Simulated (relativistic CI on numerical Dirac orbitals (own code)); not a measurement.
Calculated levels, Er XXVIII

Calculated at this level of theory: Dirac-Coulomb-Breit CI, orbitals from a KLI potential per configuration, model QED (radiative potential, 1s self-energy scaled to tabulated hydrogen-like ionisation energies), unscaled Slater integrals (own radial code, finite nucleus).

CI space (outside the closed core [Ar] 3d10): 4s²4p⁶4d⁵, 4s²4p⁵4d⁶, 4s²4p⁶4d⁴4f, 4s4p⁶4d⁵4f, 4p⁶4d⁷, 4p⁵4d⁸, 4s²4p⁶4d³5s², 4s²4p⁶4d²4f5s², 4s4p⁶4d³4f5s². Double excitations out of closed p, d and f shells are left out; levels of such configurations are missing from the list, as are those of other unlisted configurations, and high levels can miss mixing partners.

The lowest level is 4s²4p⁶4d⁵ ⁶S5/2, with 36 % of that term; Hund's rules for 4s²4p⁶4d⁵ give ⁶S with J = 5/2, in agreement.

| No. | Configuration | Term | J | E (eV) | % | Lifetime (s) | jj configuration (%) |
| --- | --- | --- | --- | --- | --- | --- | --- |
| 1 | 4s²4p⁶4d⁵ | ⁶S | 5/2 | 0.000 | 36 |  | 4d5/2 (73) |
| 2 | 4s²4p⁶4d⁵ | ⁶S | 5/2 | 7.217 | 33 | 1.41e-04 | 4d3/2^3 4d5/2^2 (63) |
| 3 | 4s²4p⁶4d⁵ | ⁴G | 7/2 | 11.616 | 42 | 2.36e-04 | 4d3/2^3 4d5/2^2 (97) |
| 4 | 4s²4p⁶4d⁵ | ⁴D | 3/2 | 12.029 | 42 | 7.23e-05 | 4d3/2^3 4d5/2^2 (95) |
| 5 | 4s²4p⁶4d⁵ | ⁴G | 11/2 | 12.346 | 47 |  | 4d3/2^3 4d5/2^2 (94) |
| 6 | 4s²4p⁶4d⁵ | ⁴G | 9/2 | 13.616 | 48 | 1.23e-02 | 4d3/2^3 4d5/2^2 (87) |
| 7 | 4s²4p⁶4d⁵ | ⁴D | 5/2 | 14.199 | 38 | 2.54e-04 | 4d3/2^3 4d5/2^2 (73) |
| 8 | 4s²4p⁶4d⁵ | ⁴P | 1/2 | 14.869 | 56 | 2.41e-03 | 4d3/2^3 4d5/2^2 (76) |
| 9 | 4s²4p⁶4d⁵ | ²F | 7/2 | 16.649 | 33 | 1.11e-03 | 4d3/2^3 4d5/2^2 (88) |
| 10 | 4s²4p⁶4d⁵ | ²D | 5/2 | 18.720 | 36 | 4.79e-05 | 4d3/2^2 4d5/2^3 (64) |
| 11 | 4s²4p⁶4d⁵ | ²D | 3/2 | 20.274 | 52 | 2.90e-04 | 4d3/2^3 4d5/2^2 (65) |
| 12 | 4s²4p⁶4d⁵ | ⁴D | 7/2 | 20.826 | 49 | 1.00e-04 | 4d3/2^2 4d5/2^3 (92) |
| 13 | 4s²4p⁶4d⁵ | ²I | 11/2 | 21.238 | 56 | 1.38e-04 | 4d3/2^2 4d5/2^3 (95) |
| 14 | 4s²4p⁶4d⁵ | ⁴G | 9/2 | 22.128 | 45 | 1.43e-04 | 4d3/2^2 4d5/2^3 (86) |
| 15 | 4s²4p⁶4d⁵ | ⁴D | 1/2 | 22.624 | 74 | 7.82e-05 | 4d3/2^2 4d5/2^3 (93) |
| 16 | 4s²4p⁶4d⁵ | ²I | 13/2 | 23.238 | 100 | 6.45e-04 | 4d3/2^2 4d5/2^3 (100) |
| 17 | 4s²4p⁶4d⁵ | ⁴P | 3/2 | 23.277 | 52 | 3.96e-05 | 4d3/2^2 4d5/2^3 (92) |
| 18 | 4s²4p⁶4d⁵ | ²F | 5/2 | 24.164 | 40 | 7.37e-05 | 4d3/2^2 4d5/2^3 (88) |
| 19 | 4s²4p⁶4d⁵ | ²H | 9/2 | 26.065 | 53 | 5.43e-05 | 4d3/2^2 4d5/2^3 (100) |
| 20 | 4s²4p⁶4d⁵ | ²G | 7/2 | 27.062 | 61 | 2.11e-04 | 4d3/2^2 4d5/2^3 (98) |
| 21 | 4s²4p⁶4d⁵ | ⁴F | 5/2 | 27.270 | 56 | 5.61e-05 | 4d3/2^2 4d5/2^3 (92) |
| 22 | 4s²4p⁶4d⁵ | ²D | 3/2 | 28.733 | 86 | 1.32e-04 | 4d3/2^2 4d5/2^3 (64) |
| 23 | 4s²4p⁶4d⁵ | ²F | 7/2 | 29.646 | 46 | 8.55e-05 | 4d3/2^2 4d5/2^3 (84) |
| 24 | 4s²4p⁶4d⁵ | ²S | 1/2 | 29.929 | 50 | 5.68e-05 | 4d3/2^2 4d5/2^3 (60) |
| 25 | 4s²4p⁶4d⁵ | ⁴P | 5/2 | 31.421 | 34 | 2.35e-05 | 4d3/2 4d5/2^4 (84) |
| 26 | 4s²4p⁶4d⁵ | ²G | 9/2 | 32.286 | 65 | 1.31e-04 | 4d3/2^2 4d5/2^3 (81) |
| 27 | 4s²4p⁶4d⁵ | ⁴F | 7/2 | 34.387 | 34 | 3.45e-05 | 4d3/2 4d5/2^4 (96) |
| 28 | 4s²4p⁶4d⁵ | ²H | 11/2 | 35.202 | 61 | 3.93e-05 | 4d3/2 4d5/2^4 (98) |
| 29 | 4s²4p⁶4d⁵ | ²D | 3/2 | 35.791 | 50 | 2.73e-05 | 4d3/2 4d5/2^4 (85) |
| 30 | 4s²4p⁶4d⁵ | ²D | 5/2 | 37.453 | 65 | 4.22e-05 | 4d3/2 4d5/2^4 (53) |
| 31 | 4s²4p⁶4d⁵ | ²G | 9/2 | 38.398 | 75 | 5.11e-05 | 4d3/2 4d5/2^4 (79) |
| 32 | 4s²4p⁶4d⁵ | ²P | 3/2 | 38.585 | 77 | 9.38e-05 | 4d3/2^2 4d5/2^3 (87) |
| 33 | 4s²4p⁶4d⁵ | ²D | 5/2 | 40.016 | 65 | 4.62e-05 | 4d3/2^2 4d5/2^3 (39) |
| 34 | 4s²4p⁶4d⁵ | ²G | 7/2 | 40.758 | 67 | 4.75e-05 | 4d3/2 4d5/2^4 (89) |
| 35 | 4s²4p⁶4d⁵ | ²P | 1/2 | 44.737 | 72 | 4.17e-05 | 4d3/2 4d5/2^4 (75) |
| 36 | 4s²4p⁶4d⁵ | ²D | 3/2 | 49.399 | 76 | 2.75e-05 | 4d3/2 4d5/2^4 (87) |
| 37 | 4s²4p⁶4d⁵ | ²D | 5/2 | 49.430 | 64 | 1.74e-05 | 4d5/2^5 (70) |
| 38 | 4p⁵4d⁶(5D) | ⁶F° | 11/2 | 140.629 | 63 | 6.53e-10 | 4p3/2^3 4d5/2^2 (74) |
| 39 | 4p⁵4d⁶(3P) | ⁴D° | 7/2 | 144.303 | 39 | 5.69e-11 | 4p3/2^3 4d5/2^2 (77) |
| 40 | 4p⁵4d⁶(3P) | ⁴P° | 5/2 | 144.309 | 38 | 3.89e-10 | 4p3/2^3 4d5/2^2 (84) |
| 41 | 4p⁵4d⁶(5D) | ⁶D° | 9/2 | 145.200 | 39 | 7.28e-10 | 4p3/2^3 4d5/2^2 (76) |
| 42 | 4p⁵4d⁶(1D) | ²P° | 1/2 | 148.899 | 30 | 5.32e-10 | 4p3/2^3 4d5/2^2 (81) |
| 43 | 4p⁵4d⁶(5D) | ⁶F° | 9/2 | 149.473 | 62 | 2.48e-10 | 4p3/2^3 4d3/2^3 4d5/2^3 (79) |
| 44 | 4p⁵4d⁶(5D) | ⁶P° | 5/2 | 149.820 | 27 | 1.61e-11 | 4p3/2^3 4d3/2^3 4d5/2^3 (34) |
| 45 | 4p⁵4d⁶(5D) | ⁶P° | 3/2 | 150.704 | 33 | 1.67e-11 | 4p3/2^3 4d3/2^3 4d5/2^3 (36) |

Energies count from the lowest computed level; ° marks odd parity; lifetimes are radiative, by E1, M1, E2, M2, E3 decay to levels of this space only; some are left blank where a channel outside the calculation adds to the decay or the decay crosses a small, uncertain gap. Percentages are summed over parent terms; the parents shown are those of the largest component, closed shells are left out there. Filled j subshells are mostly left out of the jj labels.

The mean weight of the leading LS term, summed over parents, in these 45 levels is 53 %, and that of the leading jj configuration (from the same eigenvectors) 80 %, so jj coupling describes them better and the LS labels are nominal.

At this charge energies of transitions that change n are usually good to better than 1 %, and those within a shell (Δn = 0) to a few per cent. Terms inside the open d or f shell come out 10 to 20 % too wide with unscaled integrals.

LS names give the leading component of a level, which can be under half, so a name can repeat, a term be missing and a line seem to break the LS rules.
